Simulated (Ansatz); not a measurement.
dimethyl telluride (C$_{2}$H$_{6}$Te), singlet, geometry from GFN2-xTB (all electrons, no relativity). Base run: B3LYP/STO-3G run with Ansatz (an electronic-structure program).

Input for Ansatz:
Ansatz 0.2 input:
```yaml
crystal:
  periodic: [false, false, false]
  atoms:
    - {symbol: C, position_ang: [1.51403960, -0.61814695, 0.97361016]}
    - {symbol: Te, position_ang: [0.01637111, 0.19648656, -0.35400888]}
    - {symbol: C, position_ang: [-1.60205503, -0.43829160, 0.92933228]}
    - {symbol: H, position_ang: [1.38011691, -1.68745138, 1.07645886]}
    - {symbol: H, position_ang: [2.48866467, -0.41855255, 0.54994310]}
    - {symbol: H, position_ang: [1.44343271, -0.14926988, 1.94678120]}
    - {symbol: H, position_ang: [-1.59498997, -1.51573359, 1.03418433]}
    - {symbol: H, position_ang: [-2.53486000, -0.12860379, 0.47856174]}
    - {symbol: H, position_ang: [-1.50556944, 0.02094119, 1.90487761]}
basis:
  gaussian:
    orbitals: STO-3G
hamiltonian:
  xc: b3lyp
```

The base run was repeated with changes; each row names its change, and settings that it needs were set with it.

```
change              basis functions       E (Eh)
------------------  ---------------  -----------
base                             43  -6628.12818
basis = 3-21G                    63  -6665.26342
basis = def2-SV(P)               66   -347.84304
basis = def2-SVP                 84   -347.85806
basis = def2-SVPD               123   -347.86478
basis = def2-TZVP               148   -347.96712
basis = def2-TZVPD              187   -347.96771
basis = def2-TZVPP              196   -347.96968
```

Totals compare only among sets that treat the same electrons; sets with core potentials leave the core out.
